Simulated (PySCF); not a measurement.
**Technetium: a sound run and one with changed settings**

Sound run: Tc [Kr] 4d5 5s2, Tc⁺ [Kr] 4d5 5s1. Calculation: PySCF 2.14, in x2c-TZVPall; the spin-free X2C one-electron Hamiltonian (Gaussian nucleus). The sound run starts from symmetry-adapted Hartree-Fock orbitals and uses a fine grid where one is needed.

A second run was set up differently.

```tsv
species	method	sound run (hartree)	changed run (hartree)	converged
Tc	UHF	-4283.04649	-4283.04649	yes
Tc	PBE0	-4284.95085	-4287.69902	yes
Tc	TPSS	-4285.09744	-4290.34860	yes
Tc⁺	UHF	-4282.84294	-4282.84294	yes
Tc⁺	PBE0	-4284.70392	-4287.36888	yes
Tc⁺	TPSS	-4284.84960	-4289.94649	yes
```

Ionisation energy of Tc:

| method | sound run (eV) | changed run (eV) |
| --- | --- | --- |
| UHF | 5.539 | 5.539 |

What was changed?
A. angular grid far too coarse
B. minimal basis
C. basis contracted for another Hamiltonian
D. all electrons correlated in a valence basis

A. It used 6 angular points. A coarse angular grid integrates products of high-l functions wrongly, so density functionals can shift, and the SCF can exploit the error; Hartree-Fock and MP2 need no grid.
